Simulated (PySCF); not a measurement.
O₃S, charge -1, multiplicity 2. Atoms are numbered in the order given.

```xyz
4

O      1.2700    -0.7333    -0.1561
S      0.0000     0.0000     0.2342
O     -1.2700    -0.7333    -0.1561
O      0.0000     1.4665    -0.1561
```
Charge -1, spin multiplicity 2.

Coordinates come from a B3LYP-D3(BJ)/def2-SVPD optimisation. The spin state was assumed, not searched.

Level of theory: B3LYP-D3(BJ)/def2-SVPD (PySCF 2.14.0).

Frequencies are harmonic and unscaled.

Modes within 1.5 cm⁻¹ of each other (mostly degenerate sets) share a row, with their intensities summed.

| mode | ν (cm⁻¹) | IR (km/mol) | moving atoms (share of kinetic energy) |
|---|---|---|---|
| 1–2 | 436 | 23.7 | O 87 %, S 13 % |
| 3 | 536 | 28.8 | O 51 %, S 49 % |
| 4 | 913 | 8.8 | O 89 %, S 11 % |
| 5–6 | 1062 | 545.7 | O 56 %, S 44 % |
